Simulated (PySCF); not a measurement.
Computed IR spectrum (relative IR intensity) of a molecule C5H10. Geometry optimised at PBE-D3(BJ)/def2-SVP. One conformer was computed; it need not be the lowest. All values below come from PySCF with PBE-D3(BJ)/def2-SVP. Harmonic, unscaled wavenumbers; measured fundamentals usually lie a few per cent lower.

```json
[
 {"ν (cm⁻¹)": "383", "relative intensity": "2.9"},
 {"ν (cm⁻¹)": "691", "relative intensity": "3.5"},
 {"ν (cm⁻¹)": "847", "relative intensity": "8.3"},
 {"ν (cm⁻¹)": "936", "relative intensity": "2.4"},
 {"ν (cm⁻¹)": "939", "relative intensity": "32"},
 {"ν (cm⁻¹)": "994", "relative intensity": "13"},
 {"ν (cm⁻¹)": "1108", "relative intensity": "15"},
 {"ν (cm⁻¹)": "1309", "relative intensity": "2.1"},
 {"ν (cm⁻¹)": "1352", "relative intensity": "17"},
 {"ν (cm⁻¹)": "1383", "relative intensity": "10"},
 {"ν (cm⁻¹)": "1414", "relative intensity": "8.6"},
 {"ν (cm⁻¹)": "1420", "relative intensity": "15"},
 {"ν (cm⁻¹)": "1424", "relative intensity": "16"},
 {"ν (cm⁻¹)": "2953", "relative intensity": "69"},
 {"ν (cm⁻¹)": "2957", "relative intensity": "84"},
 {"ν (cm⁻¹)": "3035", "relative intensity": "100"},
 {"ν (cm⁻¹)": "3052", "relative intensity": "40"},
 {"ν (cm⁻¹)": "3054", "relative intensity": "37"},
 {"ν (cm⁻¹)": "3058", "relative intensity": "73"},
 {"ν (cm⁻¹)": "3151", "relative intensity": "34"}
]
```

Problem. Which structure fits?
A) CC1(C)CC1
B) C/C=C/CC
C) C[C@H]1C[C@@H]1C
D) C=CCCC

Solution. A, CC1(C)CC1
